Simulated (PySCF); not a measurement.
SMILES [SiH2]([SiH2][SiH3])[SiH3] (H10Si4), singlet, GFN2-xTB optimised geometry.

```
14

Si     2.99     0.13     1.84
Si     2.01    -0.87     0.00
Si    -0.32    -0.87     0.00
Si    -1.30     1.23     0.00
H      3.13    -0.79     2.97
H      4.33     0.67     1.59
H      2.18     1.26     2.31
H      2.54    -2.23    -0.17
H      2.47    -0.19    -1.23
H     -0.79    -1.62     1.17
H     -0.84    -1.66    -1.13
H     -2.54     1.32    -0.77
H     -0.39     2.23    -0.57
H     -1.62     1.69     1.35
```

Density from PySCF 2.14.0 with PBE/def2-TZVP at that geometry.

Minimum of the electron density along straight lines between bonded atoms, close to the bond critical point (lines longer than 1.1 times the sum of covalent radii, or with two minima, are not listed):

```tsv
bond	length / Å	ρ at the minimum / e bohr⁻³	∇²ρ there / e bohr⁻⁵	position (fraction from the first atom)
Si1–Si2	2.313	0.093	-0.16	0.50
Si2–Si3	2.326	0.091	?	0.50
Si3–Si4	2.314	0.093	-0.16	0.50
Si1–H5	1.465	0.122	0.18	0.50
Si1–H6	1.464	0.122	0.18	0.50
Si1–H7	1.467	0.121	0.18	0.50
Si2–H8	1.472	0.120	0.17	0.50
Si2–H9	1.474	0.119	0.17	0.50
Si3–H10	1.474	0.119	0.17	0.50
Si3–H11	1.472	0.120	0.17	0.50
Si4–H12	1.464	0.122	0.18	0.50
Si4–H13	1.467	0.121	0.18	0.50
Si4–H14	1.465	0.122	0.18	0.50
```

**Question.** Fill in the missing entries.

**Answer.** 
- Si2–Si3, ∇²ρ there / e bohr⁻⁵: -0.15
